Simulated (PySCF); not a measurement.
## Basis and Hamiltonian dependence of the ionisation energy of Ta⁺

Ta⁺ [Xe] 4f14 5d3 6s1 (5F) → Ta²⁺ [Xe] 4f14 5d3 (4F). All values are computed (PySCF 2.14, energy differences of UHF-based or UKS calculations, no spin-orbit coupling). Values in eV.

```json
{"basis": "aug-cc-pVDZ-PP with ECP60MDF", "Hamiltonian": "ECP", "functions": "54", "UHF": "14.176", "r2SCAN": "15.434", "PBE0": "15.191", "MP2 (valence)": "14.490", "CCSD(T) (valence)": "14.584", "CCSD(T) (valence and next inner shell)": "n/a"}
{"basis": "def2-TZVPPD with the def2 core potential (60 electrons)", "Hamiltonian": "ECP", "functions": "59", "UHF": "14.140", "r2SCAN": "15.426", "PBE0": "15.174", "MP2 (valence)": "14.492", "CCSD(T) (valence)": "14.577", "CCSD(T) (valence and next inner shell)": "14.952"}
{"basis": "cc-pVTZ-PP with ECP60MDF", "Hamiltonian": "ECP", "functions": "63", "UHF": "14.190", "r2SCAN": "15.463", "PBE0": "n/a", "MP2 (valence)": "14.555", "CCSD(T) (valence)": "n/a", "CCSD(T) (valence and next inner shell)": "n/a"}
{"basis": "aug-cc-pwCVDZ-PP with ECP60MDF", "Hamiltonian": "ECP", "functions": "70", "UHF": "14.191", "r2SCAN": "15.457", "PBE0": "15.207", "MP2 (valence)": "14.533", "CCSD(T) (valence)": "14.620", "CCSD(T) (valence and next inner shell)": "14.981"}
{"basis": "def2-QZVPPD with the def2 core potential (60 electrons)", "Hamiltonian": "ECP", "functions": "84", "UHF": "14.139", "r2SCAN": "15.438", "PBE0": "15.181", "MP2 (valence)": "14.505", "CCSD(T) (valence)": "14.593", "CCSD(T) (valence and next inner shell)": "14.966"}
{"basis": "aug-cc-pVTZ-PP with ECP60MDF", "Hamiltonian": "ECP", "functions": "88", "UHF": "14.193", "r2SCAN": "15.468", "PBE0": "15.219", "MP2 (valence)": "14.561", "CCSD(T) (valence)": "14.650", "CCSD(T) (valence and next inner shell)": "n/a"}
{"basis": "x2c-TZVPPall", "Hamiltonian": "spin-free X2C", "functions": "97", "UHF": "14.242", "r2SCAN": "15.628", "PBE0": "15.319", "MP2 (valence)": "14.579", "CCSD(T) (valence)": "14.664", "CCSD(T) (valence and next inner shell)": "n/a"}
{"basis": "ANO-RCC-VTZP", "Hamiltonian": "spin-free X2C", "functions": "104", "UHF": "14.204", "r2SCAN": "15.643", "PBE0": "15.346", "MP2 (valence)": "14.521", "CCSD(T) (valence)": "14.591", "CCSD(T) (valence and next inner shell)": "n/a"}
{"basis": "x2c-TZVPPall with one added diffuse shell each of s, p, d, f type", "Hamiltonian": "spin-free X2C", "functions": "113", "UHF": "14.239", "r2SCAN": "15.629", "PBE0": "15.320", "MP2 (valence)": "14.579", "CCSD(T) (valence)": "14.666", "CCSD(T) (valence and next inner shell)": "n/a"}
{"basis": "aug-cc-pwCVTZ-PP with ECP60MDF", "Hamiltonian": "ECP", "functions": "122", "UHF": "14.192", "r2SCAN": "15.470", "PBE0": "15.218", "MP2 (valence)": "14.566", "CCSD(T) (valence)": "14.653", "CCSD(T) (valence and next inner shell)": "n/a"}
{"basis": "x2c-QZVPPall", "Hamiltonian": "spin-free X2C", "functions": "144", "UHF": "14.195", "r2SCAN": "n/a", "PBE0": "n/a", "MP2 (valence)": "n/a", "CCSD(T) (valence)": "n/a", "CCSD(T) (valence and next inner shell)": "n/a"}
```

Task: Estimate the row for aug-cc-pVTZ-PP with one added diffuse shell each of s, p, d, f, g type with ECP60MDF (ECP, 113 functions).

Result: From the rows with the same Hamiltonian and similar size; the calculation gives UHF 14.19; r2SCAN 15.47; PBE0 15.22; MP2 (valence) 14.56 (eV).

Frozen in the all-electron rows: valence: [Xe] 4f14; valence and next inner shell: [Kr] 4d10 4f14; with a core potential, the same shells as far as they lie outside it.

Between the lowest levels the reference is 16.2 ± 0.5 eV (semi-empirical (NIST evaluation); NIST Atomic Spectra Database, ionization energies); it includes spin-orbit coupling, which these numbers lack.
